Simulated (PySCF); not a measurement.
Se(OMe)(SeH) (CH4OSe2), SMILES CO[Se][SeH]. Atoms are numbered in the order given.

```xyz
8

Se     0.4960    -0.1874     0.8373
O      1.6715    -0.7199    -0.4244
C      1.2748    -1.8135    -1.2124
H      0.4075    -1.5629    -1.8508
H      2.1268    -2.0545    -1.8662
H      1.0234    -2.7018    -0.6056
Se    -1.1589     0.8714    -0.3795
H     -2.0411    -0.2987    -0.5729
```

Geometry optimised at PBE0-D3(BJ)/def2-SVP. The structure was generated by enumeration, and PubChem lists no compound with its InChIKey, so it may never have been made. Other conformers were not sampled.

Calculation: TDDFT-PBE/def2-SVPD run with PySCF.

Vertical excitations. 

Computed lowest excited states:
| state | energy (eV) | λ (nm) | f | main pairs |
|---|---|---|---|---|
| S1 | 3.59 | 346 | 0.009 | HOMO→LUMO 97 % |
| S2 | 3.99 | 311 | 0.000 | HOMO→LUMO+1 97 % |
| S3 | 4.33 | 287 | 0.006 | HOMO−1→LUMO 96 % |
| S4 | 4.61 | 269 | 0.001 | HOMO−1→LUMO+1 58 %, HOMO−2→LUMO 40 % |
| S5 | 4.71 | 263 | 0.002 | HOMO→LUMO+2 94 % |
| S6 | 5.10 | 243 | 0.016 | HOMO−2→LUMO+1 82 % |
| S7 | 5.21 | 238 | 0.116 | HOMO−2→LUMO 39 %, HOMO−1→LUMO+1 27 %, HOMO−2→LUMO+1 16 %, HOMO−4→LUMO 7 % |
| S8 | 5.53 | 224 | 0.021 | HOMO−1→LUMO+2 99 % |
| S9 | 5.92 | 209 | 0.004 | HOMO−2→LUMO+2 96 % |
| S10 | 6.00 | 207 | 0.017 | HOMO→LUMO+3 84 % |
| T1 | 3.03 | 410 | 0 | HOMO→LUMO 99 % |
| T2 | 3.26 | 380 | 0 | HOMO→LUMO+1 99 % |
| T3 | 3.78 | 328 | 0 | HOMO−1→LUMO 99 % |
| T4 | 4.16 | 298 | 0 | HOMO−1→LUMO+1 94 % |
Triplets are in the Tamm–Dancoff approximation, which puts them higher than full response would, so one can lie above its singlet here.
